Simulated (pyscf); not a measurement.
PySCF, gas phase, ωB97X-D3(BJ)/def2-SVP geometries.

Q: What is the homolytic dissociation enthalpy (298 K, ωB97M-D3(BJ)/def2-TZVP) of the Ge–Si bond of `[SiH3][SiH2][GeH]([SiH3])[Cl]`, to •H₂Si–SiH₃ + H₃Si–GeH•–Cl?

A: Ge–Si to •H₂Si–SiH₃ + H₃Si–GeH•–Cl: 67.8 kcal/mol. The 7 functionals that were run give +62.4 (PBE) to +74.4 kcal/mol (ωB97X-D3(BJ)/def2-TZVP). Other isomers of •H₂Si–SiH₃, H₃Si–GeH•–Cl were not searched in full and may lie lower. Elements up to Kr have no core potential and no relativistic terms here.
